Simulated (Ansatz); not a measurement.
HfSi2, relaxed as a quintet with UKS PBE-D4/def2-TZVP in Ansatz, starting from the PBE-D4/def2-TZVP geometry of the neutral singlet. Force threshold 0.02 eV/Å.

In the def2 sets Hf takes a core potential; there is no spin–orbit coupling. At PBE-D4/def2-TZVP a triplet of charge 0 lies 0.94 eV below the quintet, each at its own geometry. The structure comes from a short search, and lower isomers may exist.

Start:

```xyz
3

Hf    0.618   -1.280    0.216
Si   -0.238    0.873    1.067
Si   -0.380    0.407   -1.283
```

Estimate the energy that the relaxation releases and the steps that it takes.

0.07 eV, in 4 steps; 4 s on 4 threads of Arm Neoverse V2 on a shared host. No frequencies were taken in this run, so the end may be a saddle point.

Does the start keep its bonding and symmetry?

By distances, no bond broke or formed. The bond that changes most is Hf1–Si2, from 2.47 to 2.55 Å (atoms count from 1). Point group C2v at the start, C2v at the end, both within 0.05 Å.

Predict the relaxed structure.


Cartesian coordinates in Å:
```
Hf 0.639 -1.323 0.223
Si -0.246 0.901 1.098
Si -0.393 0.422 -1.322
```
Bond lengths: 2 × Hf–Si 2.55 Å; 1 × Si–Si 2.47 Å.
